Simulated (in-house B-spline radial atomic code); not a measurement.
Checks on a self-consistent run for Hf+, [Kr] 4d10 4f14 5s2 (5p1/2)2 (5p3/2)3 5d2 6s2. Level of theory: Dirac-Hartree-Fock, average of the jj configuration, Fermi nucleus of rms radius 5.347 fm; calculated with a B-spline radial code for spherical atoms.

```csv
orbital,q,ε (Eh),<1/r>,<r²>,small-component weight
1s1/2,2,-2416.90621,83.7751,0.000495037,0.073343
2s1/2,2,-418.59172,20.3237,0.00757422,0.016565
2p1/2,2,-398.90358,20.2481,0.00544587,0.016583
2p3/2,4,-355.00429,17.2186,0.00664717,0.015067
3s1/2,2,-97.90518,7.47085,0.0494405,0.0054393
3p1/2,2,-89.20699,7.37235,0.0456305,0.005366
3p3/2,4,-79.64245,6.59621,0.0522139,0.0049406
3d3/2,4,-65.12537,6.46855,0.0408227,0.0047972
3d5/2,6,-63.06068,6.28277,0.0426394,0.0046766
4s1/2,2,-21.21881,3.10368,0.248113,0.001738
4p1/2,2,-17.61557,2.99033,0.258012,0.0016486
4p3/2,4,-15.40075,2.73222,0.293169,0.0014982
4d3/2,4,-9.47370,2.50912,0.325681,0.0013038
4d5/2,6,-9.05861,2.44431,0.339355,0.0012602
4f5/2,6,-1.65249,1.95671,0.534879,0.00085664
4f7/2,8,-1.57860,1.92922,0.551852,0.00083793
5s1/2,2,-3.35357,1.16549,1.46438,0.00035489
5p1/2,2,-2.24907,1.04135,1.81203,0.00028997
5p3/2,3,-1.94851,0.954184,2.10515,0.00025236
5d3/2,0.8,-0.62306,0.643663,4.7135,0.00011677
5d5/2,1.2,-0.58724,0.615766,5.11806,0.00010637
6s1/2,2,-0.51476,0.392538,11.4765,4.5552e-05
```

Electron-electron repulsion V_ee = 5593.4992 hartree.

**Question.** What total energy follows from the eigenvalues?

**Answer.** The eigenvalues count the repulsion twice, so E = Σqε - V_ee = -9493.825 - 5593.499 = -15087.325 hartree; the run printed -15087.325.

**Question.** Does the Dirac virial theorem hold?

**Answer.** For a point nucleus E = -2c²Σq·w, with w the small-component weight. Here Σq·w = 0.40162 and c = 137.0360, so the ratio E/(-2c²Σq·w) is 1.000231; the finite nucleus accounts for the departure from 1.

**Question.** What diamagnetic shielding (Lamb formula) and susceptibility (Langevin formula) do the radii give?

**Answer.** σ = (α²/3)Σq<1/r> = 521.519/(3·137.036²) = 9257.2 ppm, and χ = -0.79199×10⁻⁶·Σq<r²> = -47.32×10⁻⁶ cm³/mol with Σq<r²> = 59.753 bohr². Both are non-relativistic formulas without the paramagnetism of open shells; for so heavy an element the full relativistic shielding is larger by tens of per cent.
